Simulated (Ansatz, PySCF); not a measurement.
Process, species as SMILES: C=CC[Si](F)(F)CC=C [difluoro-bis(prop-2-enyl)silane] + 4 C (CH4) + 3 [SiH4] (SiH4) -> 2 C=C (C2H4) + 2 CC (C2H6) + 2 C[SiH3] + 2 F[SiH3]
Structures are relaxed separately at B3LYP-D3(BJ)/def2-TZVP in Ansatz (a quantum-chemistry and plane-wave program), one conformer each, not searched for the lowest. Frequencies are from Ansatz or PySCF.

Wanted: bond separation energy (enthalpy at 298 K, with B3LYP-D3(BJ) rigid-rotor harmonic-oscillator terms), in kcal/mol. Cores are frozen in the correlated levels unless marked. No spin-orbit coupling. Non-relativistic. CBS marks a two-point X^-3 extrapolation of the correlation energy; Hartree-Fock from the larger set. [CCSD(T)-MP2]/basis is that difference in the basis named.

| level | program | bond separation energy (kcal/mol) | minus last row |
|---|---|---|---|
| HF/6-31G | Ansatz | 30.1 | 4.1 |
| revPBE-D4/def2-TZVPD | Ansatz + dftd4 | 30.3 | 4.3 |
| PBE0-D3(BJ)/def2-TZVP | Ansatz + dftd3 | 28.0 | 2.0 |
| HSE06/def2-TZVPD | Ansatz | 25.1 | -0.9 |
| B2PLYP/def2-TZVPD | Ansatz | 24.5 | -1.5 |
| CCSD(T)/cc-pV(D+d)Z | Ansatz | 28.1 | 2.1 |
| RI-MP2/CBS(cc-pV(T+d)Z,cc-pV(Q+d)Z)+[CCSD(T)-MP2]/cc-pV(T+d)Z | Ansatz | 26.0 | 0.0 |
